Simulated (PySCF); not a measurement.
**Potential energy of GaGe along the bond**

Set-up: PySCF, scalar-relativistic core potentials, basis sets Ga cc-pVDZ-PP with ECP10, Ge cc-pVDZ-PP with ECP10. Energies in eV from Ga + Ge in their ground configurations at the same level. State: ⁴Σ⁻ (quartet), unpaired electrons σ ↑, π ↑↑.

All columns are PBE0. A positive dipole means Ga(−)Ge(+).

| R (Å) | E (eV) | μ (D) | Mulliken charge on Ga (basis-dependent) | HOMO (eV) | LUMO (eV) | Mayer bond order | ⟨S²⟩ |
| --- | --- | --- | --- | --- | --- | --- | --- |
| 2.145 | -1.763 | -0.62 | 0.04 | -5.51 | -2.88 | 1.74 | 3.75 |
| 2.245 | -2.099 | -0.78 | 0.06 | -5.57 | -2.75 | 1.66 | 3.75 |
| 2.344 | -2.279 | -0.98 | 0.08 | -5.60 | -2.63 | 1.58 | 3.75 |
| 2.419 | -2.341 | -1.14 | 0.10 | -5.62 | -2.56 | 1.52 | 3.75 |
| 2.494 | -2.357 | -1.32 | 0.12 | -5.52 | -2.57 | 1.47 | 3.75 |
| 2.569 | -2.339 | -1.51 | 0.13 | -5.42 | -2.57 | 1.42 | 3.75 |
| 2.669 | -2.276 | -1.78 | 0.15 | -5.29 | -2.57 | 1.36 | 3.75 |
| 2.793 | -2.155 | -2.12 | 0.18 | -5.14 | -2.55 | 1.29 | 3.75 |
| 2.943 | -1.976 | -2.54 | 0.20 | -4.99 | -2.52 | 1.22 | 3.75 |
| 3.142 | -1.713 | -3.09 | 0.22 | -4.81 | -2.48 | 1.15 | 3.75 |

A fit through these points gives, at Re = 2.488 Å, μ = -1.31 D and dμ/dR = -2.45 D/Å; the reduced mass is 35.67 u.

How strong is the fundamental in the double-harmonic approximation, I = 42.26·(dμ/dR)²/μred km/mol?

I = 42.26·(-2.45)²/35.67 = 7.11 km/mol at PBE0.

Spin–orbit coupling is left out. The state is the lowest determinant that a PBE0 search found; another state may lie lower at other levels.
